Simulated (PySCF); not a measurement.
## Correlation energy of Ar²⁺ (argon, charge +2)

[Ne] 3s2 3p3 4s1, high-spin 5S determinant (an excited configuration). Computed with PySCF 2.14 in aug-cc-pVQZ-DK (7s6p4d3f2g, 84 functions), with the spin-free X2C one-electron Hamiltonian (Gaussian nucleus). Frozen: [Ne]; 6 electrons correlated.

```tsv
level	correlation energy (mhartree)
CCSD	-146.71
(T)	-5.22
CCSD(T)	-151.93
```

Diagnostics: T1 = 0.0087, D1 = 0.0296, largest double amplitude 0.052.

The outer electron is Rydberg-like, and this basis confines it to a smaller radius and binds it less than a complete one would.

Cost of the coupled-cluster step: roughly 21 core-seconds, for 6 correlated electrons.

Iterations:

```
CC2 = 0
CCSD nocc = (np.int64(5), np.int64(1)), nmo = (79, 79)
frozen orbitals [[0, 1, 2, 3, 4], [0, 1, 2, 3, 4]]
max_cycle = 100
direct = 0
conv_tol = 1e-08
conv_tol_normt = 1e-06
diis_space = 8
diis_start_cycle = 0
Init t2, MP2 energy = -0.127648569139107
Init E_corr(UCCSD) = -0.127648569141465
cycle = 1  E_corr(UCCSD) = -0.14258440556222  dE = -0.0149358364  norm(t1,t2) = 0.0376364
cycle = 2  E_corr(UCCSD) = -0.145609903098208  dE = -0.00302549754  norm(t1,t2) = 0.0107562
cycle = 3  E_corr(UCCSD) = -0.146752907032152  dE = -0.00114300393  norm(t1,t2) = 0.0036973
cycle = 4  E_corr(UCCSD) = -0.146714547330668  dE = 3.83597015e-05  norm(t1,t2) = 0.000297252
cycle = 5  E_corr(UCCSD) = -0.146714440377207  dE = 1.06953461e-07  norm(t1,t2) = 3.05052e-05
cycle = 6  E_corr(UCCSD) = -0.146714526589366  dE = -8.62121589e-08  norm(t1,t2) = 5.03722e-06
cycle = 7  E_corr(UCCSD) = -0.146714592090288  dE = -6.55009216e-08  norm(t1,t2) = 9.10914e-07
cycle = 8  E_corr(UCCSD) = -0.146714605951845  dE = -1.38615577e-08  norm(t1,t2) = 1.33355e-07
cycle = 9  E_corr(UCCSD) = -0.146714605208865  dE = 7.42980621e-10  norm(t1,t2) = 1.36949e-08
UCCSD converged
E(UCCSD) = -526.5030156109664  E_corr = -0.1467146052088648
UCCSD(T) correction = -0.00521694155622097
```
